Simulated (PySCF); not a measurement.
**Te²⁴⁺ (tellurium, charge +24): UHF calculation**

Configuration: [Ar] 3d10, closed-shell 1S. All numbers are calculated (PySCF 2.14, scalar relativity by spin-free X2C-1e, in an uncontracted even-tempered set (19 s from 2.9 bohr⁻², ratio 2.5; 13 p from 3.8 bohr⁻², ratio 2.5; 8 d from 3.8 bohr⁻², ratio 2.5; 4 f from 19 bohr⁻², ratio 2.7; 3 g from 29 bohr⁻², ratio 2.7)).

- Total energy: -6523.728326 hartree
- One-electron energy: -8107.8644 hartree
- Hartree (Coulomb) energy: 1735.2297 hartree
- Exchange energy: -151.0937 hartree
- ⟨S²⟩: 0.0000
- ⟨L²⟩: 0.000
- Sum of ⟨r⟩: 6.302 bohr
- Sum of ⟨r²⟩: 1.993 bohr²

```csv
shell,electrons,mean orbital energy (hartree),"rms radius, mean of both spins (bohr)"
1s,2,-1203.21903,0.0318
2s,2,-211.21681,0.129
2p,6,-192.39556,0.115
3s,2,-63.91725,0.338
3p,6,-57.63220,0.336
3d,10,-48.27195,0.312
```

Densities and radii are taken from the X2C orbitals without a picture-change correction, which distorts them close to the nucleus.

Spin-orbit constants ζ (cm⁻¹) from the X2C one-electron operator on these orbitals: bare nucleus, nucleus screened by l(l+1)(2l+1)/3 electrons, and screened by the Breit-Pauli mean field of the electrons.

```tsv
shell	bare	screened nucleus	mean field
2p	1468000	1412000	1387000
3p	286500	275500	270200
3d	44190	35700	34570
```
